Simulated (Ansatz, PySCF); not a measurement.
Reaction (SMILES): C/C=C/[SiH2]C [methyl-[(E)-prop-1-enyl]silane] + 5 [H][H] (H2) -> 4 C (CH4) + [SiH4] (SiH4)
Each molecule is optimised on its own at B3LYP-D3(BJ)/def2-TZVP (Ansatz, a quantum-chemistry and plane-wave program), one conformer each, not searched for the lowest. Frequencies are from Ansatz or PySCF.

Property: energy of full hydrogenation (0 K, with B3LYP-D3(BJ) harmonic zero-point energies), in kcal/mol. Cores are frozen in the correlated levels unless marked. Spin-orbit coupling is left out. Non-relativistic. CBS marks a two-point X^-3 extrapolation of the correlation energy; Hartree-Fock from the larger set.

```tsv
level	program	energy of full hydrogenation (kcal/mol)
HF/aug-cc-pV(T+d)Z	Ansatz	-76.9
```

**Question.** Predict the CCSD(T)/CBS(cc-pV(T+d)Z,cc-pV(Q+d)Z) result (Ansatz).

**Answer.** -59.5 kcal/mol, so HF/aug-cc-pV(T+d)Z differs from it by -17.4 kcal/mol.
